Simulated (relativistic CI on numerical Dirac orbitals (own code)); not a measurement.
# Ni⁺: calculation against measurement

Calculated at this level of theory: Dirac-Coulomb-Breit CI, separate exchange-only KLI orbitals for each configuration, model QED (radiative potential, 1s self-energy scaled to tabulated hydrogen-like ionisation energies), valence Slater integrals scaled by 0.85, configuration energies shifted to the measured levels that pair with them (semi-empirical) (own radial code, finite nucleus).

Configuration list (outside the closed core [Ar]): 3d9, 3d8 4s, 3d7 4s2, 3d8 4p, 3d8 4d, 3d8 5s, 3d7 4s 4p, 3d8 5p, 3d8 4f, 3d8 5d, 3d8 5f, 3d8 5g, 3d7 4s 5s, 3d7 4p2. Levels of other configurations are missing.

```csv
Configuration,Term (tabulated),J,Measured (cm⁻¹),Computed,Error,Purity (%)
3d9,2D,5/2,0.0,0,0,99
3d9,2D,3/2,1506.9,1413,-94,99
3d8 4s,4F,9/2,8393.9,7866,-528,100
3d8 4s,4F,7/2,9330.0,8782,-548,98
3d8 4s,4F,5/2,10115.7,9537,-578,99
3d8 4s,4F,3/2,10663.9,10067,-597,99
3d8 4s,2F,7/2,13550.4,13585,34,98
3d8 4s,2F,5/2,14995.6,14996,0,98
3d8 4s,4P †,5/2,23108.3,25474,2366,65
3d8 4s,2D †,3/2,23796.2,23980,184,89
3d8 4s,4P †,3/2,24788.2,25501,713,92
3d8 4s,4P †,1/2,24835.9,25676,840,99
3d8 4s,2D †,5/2,25036.4,23547,-1490,64
3d8 4s,2P,3/2,29070.9,30436,1365,97
3d8 4s,2P,1/2,29593.5,30981,1387,99
3d8 4s,2G,9/2,32499.5,31654,-845,99
3d8 4s,2G,7/2,32523.5,31681,-842,99
3d7 4s2,4F,9/2,51045.5,51072,26,96
3d8 4p,4D°,7/2,51557.8,51243,-315,96
3d7 4s2,4F,7/2,52205.9,52206,0,96
3d8 4p,4D°,5/2,52738.4,52354,-384,96
3d7 4s2,4F,5/2,53037.9,53021,-16,96
3d8 4p,4G°,9/2,53365.2,53208,-157,62
3d8 4p,4G°,11/2,53496.5,53135,-361,100
3d7 4s2,4F,3/2,53601.2,53574,-27,96
3d8 4p,4D°,3/2,53634.6,53198,-437,97
3d8 4p,4D°,1/2,54176.3,53710,-466,99
3d8 4p,4G°,7/2,54262.6,53990,-273,70
3d8 4p,4F°,9/2,54557.1,54115,-442,75
3d8 4p,4G°,5/2,55018.7,54695,-324,86
3d8 4p,2G°,9/2,55299.7,55132,-168,66
3d8 4p,4F°,7/2,55417.8,54947,-470,68
3d8 4p,4F°,5/2,56075.3,55543,-532,80
3d8 4p,2G°,7/2,56371.4,56313,-58,80
3d8 4p,4F°,3/2,56424.5,55878,-547,96
3d8 4p,2F°,7/2,57080.6,57002,-78,81
3d8 4p,2D°,5/2,57420.2,57520,100,62
3d8 4p,2F°,5/2,58493.2,58493,0,60
3d8 4p,2D°,3/2,58705.9,58875,169,97
3d8 4p,4P°,5/2,66571.3,67281,709,55
3d8 4p,4P°,3/2,66579.7,67311,731,55
3d8 4p,2F°,5/2,67694.6,67967,272,83
3d7 4s2,4P,5/2,67880.2,69395,1515,95
3d8 4p,2F°,7/2,68131.2,68227,96,90
3d8 4p,2D°,3/2,68154.3,68630,476,79
3d7 4s2,4P,3/2,68156.6,69676,1520,91
3d7 4s2,4P,1/2,68709.8,70205,1495,94
3d8 4p,2D°,5/2,68736.0,69121,385,65
3d8 4p,2P°,3/2,68965.6,69088,123,70
3d7 4s2,2G,9/2,70358.9,69334,-1025,93
3d8 4p,4D°,5/2,70635.5,71362,726,90
3d8 4p,4D°,3/2,70706.8,71448,741,95
3d8 4p,4D° †,1/2,70748.7,71493,745,97
3d8 4p,4D° †,7/2,70778.1,71333,554,89
3d7 4s2,2G,7/2,71457.7,70406,-1052,96
3d8 4d,4D,7/2,98467.2,98611,144,88
3d8 4d,4P,5/2,98561.2,98649,87,64
3d8 4d,4H,13/2,98822.6,98871,48,100
3d8 4d,4D,1/2,100010.2,100079,69,62
3d8 4d,4H,9/2,100332.1,100298,-34,57
3d8 4d,4P,3/2,100490.9,100491,0,67
3d8 4d,4P,1/2,100845.4,100845,0,65
3d8 4d,4H,7/2,101144.6,101093,-51,69
3d8 4d,2H,9/2,101357.2,101278,-79,59
```

Measured levels from NIST Handbook of Basic Atomic Spectroscopic Data (Sansonetti and Martin, J. Phys. Chem. Ref. Data 34, 1559 (2005)); pairs were made by configuration, J and term (by order where the table uses no LS term), so strongly mixed levels may be paired wrongly.

Mean error by configuration (cm⁻¹): 3d9 -94; 3d8 4s -115; 3d7 4s2 271; 3d8 4p -18; 3d8 4d 20. Over the excited levels the mean absolute error is 421 cm⁻¹ (63 of the 69 excited levels that our extract of the source holds in range could be paired, and the others can miss by more), and the median relative error of those above 1,000 cm⁻¹ is 0.6 %, both after the shifts were fitted to these levels, so that a configuration with one level shows no error. † marks terms whose computed intervals miss the measured ones by more than a factor of 2.5, or configurations far off the rest, from wrong mixing, a near crossing or a doubtful label or measurement; they are left out of the means.

Transition probabilities of persistent lines. The last column rescales the computed rate by the cube of measured over computed energy:

```tsv
λ measured (Å)	Lower	Upper	A tabulated (s⁻¹)	A computed	A rescaled
1741.55 vacuum	3d9 2D_5/2	3d8 4p 2D°_5/2	9.39e+07	9.60e+07	9.55e+07
2165.55 air	3d8 4s 4F_9/2	3d8 4p 4F°_9/2	2.36e+08	2.45e+08	2.44e+08
2174.67 air	3d8 4s 4F_7/2	3d8 4p 2G°_9/2	1.56e+08	1.07e+08	1.04e+08
2206.72 air	3d8 4s 4F_5/2	3d8 4p 4F°_7/2	1.52e+08	2.43e+08	2.41e+08
2216.48 air	3d8 4s 4F_9/2	3d8 4p 4G°_11/2	3.57e+08	4.46e+08	4.41e+08
2270.21 air	3d8 4s 4F_7/2	3d8 4p 4G°_9/2	1.61e+08	1.89e+08	1.84e+08
2316.04 air	3d8 4s 4F_9/2	3d8 4p 4D°_7/2	2.90e+08	3.67e+08	3.62e+08
```

Configurations whose levels could be paired with our table of measured levels were shifted onto them, all but the ground configuration, by the median error of their levels; single terms can still be off by 1,000 to 2,000 cm⁻¹ or more, and rates follow the energies as ν³ (E1, M1) or ν⁵ (E2). The others borrow a shift and can be off by several thousand cm⁻¹ or more. The fine structure of a lone outer electron comes out too small, for d and f at times inverted, and misplaced configurations move strength between like terms. 63 of the 69 excited levels that our extract of the measured tables holds in this range could be paired (the sources list more); they are missed by 483 cm⁻¹ on average and 2366 at most, after the shifts were fitted to these levels, and levels without a partner can miss by more.

Shifts applied (cm⁻¹): 3d9 0; 3d8 4s 8755; 3d7 4s2 15154; 3d8 4p 11203; 3d8 4d 14992.
